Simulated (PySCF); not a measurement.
Compound: C2H8NSSi2 (doublet state).
Z-matrix (Å and degrees, GFN2-xTB geometry), rows numbered from 1:
```
C 
N   1  1.3019
Si  2  1.6462  1  139.55
C   3  1.8836  2  110.57  1  -179.96
S   4  1.8453  3  111.32  2  -104.20
Si  5  2.1359  4  101.63  3    75.09
H   1  1.0784  2  117.58  3   176.72
H   1  1.0818  2  124.43  3    -3.52
H   3  1.4569  2  135.78  1     9.96
H   4  1.0876  3  111.86  2   139.90
H   4  1.0869  3  113.06  2    17.13
H   6  1.4578  5  108.30  4   -62.52
H   6  1.4524  5  102.20  4   177.63
H   6  1.4576  5  107.88  4    58.18
```

The hyperfine couplings belong to this conformer and change with its torsions.

Identity: `C=N[SiH]CS[SiH3]` [radical].

The calculation used PySCF, UKS B3LYP, pcH-1 on C H N S Si, non-relativistic, mean-field spin-orbit, GIAO. One conformer (not necessarily the lowest) at the GFN2-xTB geometry, without solvent, vibrations or thermal averaging. A GFN2-xTB geometry isn't a minimum of the functional, and hyperfine couplings can be far from their values at a DFT geometry, by a factor of two or more for some ions and for spin on atoms past the first row. Stability of the SCF solution: not tested.

Where do the isotropic ENDOR lines of C1, C4, N2, H7, H9, H8, H10/H11, H12/H13/H14, Si3 and Si6 fall at 3347.0 mT, to first order?

ν± = |νn ± a/2|, one line for each electron-spin manifold; νn = |g_N| × 7.62259 MHz/T × B.

```csv
nuclei,isotope,g_N,νn (MHz),a_iso (MHz),lower line (MHz),upper line (MHz)
C1,13C,1.4048,35.84,45.82,12.93,58.75
C4,13C,1.4048,35.84,-5.40,33.14,38.54
N2,14N,0.4038,10.30,-9.10,5.75,14.85
H7,1H,5.5857,142.51,-35.01,125.00,160.01
H9,1H,5.5857,142.51,-33.30,125.86,159.16
H8,1H,5.5857,142.51,-32.48,126.27,158.75
H10/H11,1H,5.5857,142.51,7.89,138.56,146.45
H12/H13/H14,1H,5.5857,142.51,-0.92,142.04,142.97
Si3,29Si,-1.1106,28.33,-132.65,37.99,94.66
Si6,29Si,-1.1106,28.33,-3.91,26.38,30.29
```

The rows for 13C and 29Si, of low natural abundance, apply to labelled samples.

Which pairs are centred on the nuclear Larmor frequency, and which on half the coupling?

Centred on νn, since |a| < 2νn: C1, C4, N2, H7, H9, H8, H10/H11, H12/H13/H14 and Si6. Centred on |a|/2 and split by 2νn: Si3.

At what field would the lower line of C1 fall to zero frequency?

Where νn = |a|/2, that is B = 22.91 MHz/(1.4048 × 7.62259 MHz/T) = 2140 mT, as far as first order holds there.

Means are taken over nuclei equivalent by connectivity, which assumes that they swap fast. The 1H value of +7.9 MHz is a mean of couplings from 1.1 to 14.7 MHz in this one geometry, not an average over conformers.

Time: 95 s (grids of density and orbitals included); peak memory 0.98 GiB. Hardware: one thread, Arm Neoverse V1 (aarch64), on a shared host.
